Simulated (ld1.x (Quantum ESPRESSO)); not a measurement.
The numbers below are computed, except where a source is named.
**Potentials for O compared**

Generated with ld1.x 7.5 (TM, RRKJ, ultrasoft, PAW), atompaw 4.2 or ONCVPSP 4.0.1. The cutoff is in Ry: for ld1.x and atompaw files where the sum of valence levels is converged to 10 mRy in a Bessel basis, for ONCV files where the hardest occupied wave has 1 mHa per electron of residual kinetic energy. The error is the largest all-electron minus pseudo excitation energy over each file’s own four to seven test configurations (ionisations up to +4, promotions, holes and added fractions of an electron), all of which were solved. The labels leave out finer settings (local radius, basis sizes, second energies), which also bear on the numbers. Spin-polarised tests are not counted. The rows are a selection from randomly drawn settings: files with unsolved tests, undetermined cutoffs or missed reference levels are left out.

| potential | cutoff (Ry) | largest error (meV) | bound ghosts |
| --- | --- | --- | --- |
| RRKJ, PBE, scalar-relativistic, rc 0.75/0.95/0.90 (spd), local smoothed, core correction no, reference 2s2 2p4 | 120 | +715 | none |
| RRKJ, PBE, non-relativistic, rc 0.85/1.85 (sp), local p, core correction yes, reference 2s2 2p4 | 110 | +1441 | none |
| TM, PBEsol, fully relativistic, rc 0.70/1.40/1.50 (spd), local s, core correction no, reference 2s1 2p5 | 70 | +2256 | none |
| PAW, PBE, scalar-relativistic, rc 0.95/1.60 (sp), local smoothed, core correction yes, reference 2s2 2p4 | 30 | -18 | none |
| ultrasoft, PBE, scalar-relativistic, rc 1.00/1.30/1.20 (spd), local smoothed, core correction no, reference 2s2 2p4 | 40 | +547 | none |
| TM, PBE, scalar-relativistic, rc 0.75/1.30 (sp), local s, core correction no, reference 2s2 2p4 | 90 | +1495 | none |

(1) Fill in the row for O: RRKJ, PBE, non-relativistic, rc 0.70/0.95/0.80 (spd), local d, core correction no, reference 2s2 2p4.

(2) Fill in the row for O: RRKJ, LDA (PZ), scalar-relativistic, rc 0.85/1.85 (sp), local smoothed, core correction no, reference 2s2 2p2.

(3) Fill in the row for O: RRKJ, PBE, scalar-relativistic, rc 0.65/1.30/1.00 (spd), local d, core correction yes, reference 2s2 2p3.

Results:

(1) cutoff 110 Ry, largest error +740 meV, bound ghosts: none.

(2) cutoff 110 Ry, largest error +3116 meV, bound ghosts: none.

(3) cutoff 80 Ry, largest error +1392 meV, bound ghosts: none.
